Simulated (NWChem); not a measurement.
## Total energies of germylsilane (H6GeSi)

```
Ge
H 1 1.5407
H 1 1.5407 2 108.39
H 1 1.5407 2 108.39 3 -117.44
Si 1 2.3831 2 110.54 3 121.28
H 5 1.4947 1 110.13 2 180.00
H 5 1.4947 6 108.81 1 -120.80
H 5 1.4947 6 108.81 7 -118.41
```
Charge 0, spin multiplicity 1.

All runs are NWChem calculations. The geometry was optimised at PBE0/def2-SVP, a minimum by its harmonic frequencies.

Basis set: def2-SVP (80 functions).

| method | total energy (Ha) |
|---|---|
| RHF | -2367.42387 |
| MP2 | -2367.77020 |
| B2PLYP | -2369.21237 |
| PBE | -2369.24655 |
| B3LYP | -2369.80496 |
| LDA (SVWN5) | -2365.35637 |
| CCSD(T) | -2367.81703 |

Total energies of different functionals aren't comparable as a measure of quality: only differences taken within one method are. 

The Hamiltonian is non-relativistic. The correlated methods keep 14 core orbitals frozen. B3LYP has NWChem's definition, with VWN1-RPA local correlation. Coupled-cluster values serve here as a point of comparison, not as the truth.
